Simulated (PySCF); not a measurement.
**How methods differ on the ionisation energy of Ho⁵⁹⁺**

Ho⁵⁹⁺ [He] 2s2 2p4 (3P) → Ho⁶⁰⁺ [He] 2s2 2p3 (4S), as a difference of total energies. Computed with PySCF 2.14 in an uncontracted even-tempered set (19 s from 34 bohr⁻², ratio 2.2; 13 p from 44 bohr⁻², ratio 2.2; 5 d from 180 bohr⁻², ratio 2.4; 5 f from 270 bohr⁻², ratio 2.4; 4 g from 400 bohr⁻², ratio 2.4), with scalar relativity by spin-free X2C-1e. Correlated levels: nothing frozen; virtual orbitals above 40 to 60 times the deepest correlated orbital energy dropped. The calculations carry no spin-orbit coupling.

```
                 method  ionisation energy (eV)
                    UHF                 13369.5
                    LDA                 13362.3
                    PBE                 13372.5
                 r2SCAN                 13375.1
                 B2PLYP                 13372.6
                 M06-2X                 13369.4
SCS-MP2 (all electrons)                 13371.4
```

Estimate what MP2 (all electrons) gives.

13371.2 eV, closest to SCS-MP2 (all electrons) among the rows shown.

Estimate what PBE0 gives.

13372.2 eV, closest to PBE among the rows shown.

Spin-orbit coupling is strong in these open shells (close to jj coupling). The scalar numbers leave it out and a first-order estimate fails, so it can dominate the gap to the real levels.

For this ion Breit and QED terms and the two-electron picture change, all absent here, outweigh the differences among the correlated methods.

For comparison: 13116 ± 7 eV (theoretical estimate listed by NIST; NIST Atomic Spectra Database, ionization energies).
